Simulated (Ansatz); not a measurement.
`O=C=[N][GeH]([Cl])[Cl]` + H₂ → `[Cl][GeH2][Cl]` + `N=C=O` at 400 K and 1 bar (hydrogenolysis of a Ge–N bond).

Calculated with Ansatz (gas phase, PBE0-D4/def2-TZVP geometries, no zero-point term in ΔE). CCSD(T)/CBS is the MP2 limit (def2-TZVPP, def2-QZVPP) plus CCSD(T) − MP2 in def2-TZVPP, frozen cores. This one scheme is used for every species. For Ge outer-core shells are correlated without core-valence functions, which leaves a few kJ/mol of doubt a bond. Scalar relativity is left out up to krypton. Each species was taken in one conformer, which may not be the lowest.

```tsv
species	CCSD(T)/CBS energy (Eh)	H − E (kJ/mol)	S (J/(mol·K))
`O=C=[N][GeH]([Cl])[Cl]`	-3164.30040	98.6	417.9
H₂	-1.17544	38.0	139.0
`[Cl][GeH2][Cl]`	-2996.94498	70.8	321.8
`N=C=O`	-168.51995	72.4	252.4
```

H − E and S are ideal-gas, rigid-rotor, harmonic terms from PBE0-D4/def2-TZVP, for one conformer and one mirror image of each species. The MP2-based limit puts H₂ 0.8 mEh under its directly extrapolated value; such offsets cancel only in part. 1 Eh = 2625.50 kJ/mol, R = 8.31446 J/(mol·K).

Question: By hand: ΔE, ΔH, ΔS and ΔG.

Answer: ΔE = (-2996.94498) + (-168.51995) − (-3164.30040) − (-1.17544) = 0.01091 Eh = 28.6 kJ/mol. Δ(H − E) = 70.8 + 72.4 − 98.6 − 38.0 = 6.6, so ΔH = 35.2 kJ/mol. ΔS = 321.8 + 252.4 − 417.9 − 139.0 = 17.3 J/(mol·K). ΔG = 35.2 − 400 × (17.3)/1000 = 28.3 kJ/mol.

Question: By hand: the equilibrium constant, and the temperature at which ΔG would vanish if ΔH and ΔS stayed fixed.

Answer: log₁₀ K = −ΔG/(RT ln 10) = -3.7. ΔG = 0 at ΔH/ΔS = 2035 K, though so small a ΔS makes that figure unsure.

ΔH outweighs TΔS. A doubt of 5 kJ/mol in ΔE shifts log₁₀ K by 0.7 here. Other conformers and mirror images would add mixing entropy, several J/(mol·K) or more a flexible species. Modes under 60 cm⁻¹, often nearly free rotors, make the harmonic entropy too high. These are equilibria of isolated gas molecules and say nothing of rates. Largest T1 diagnostic: 0.018 (customary marks: 0.02 for closed shells, 0.045 for open ones).
